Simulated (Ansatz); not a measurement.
Potential energy curve for GaH, singlet.

Calculation: full CI/cc-pVQZ, cores with 3d frozen run with Ansatz (a program for electronic structure).

### Question
Relative to R = 1.68 Å, what are the energies at R = 3.01, 3.65, 4.20, 4.94 Å?

### Answer
46.4 kcal/mol at 3.01 Å, 60.7 kcal/mol at 3.65 Å, 65.9 kcal/mol at 4.20 Å, 68.0 kcal/mol at 4.94 Å.
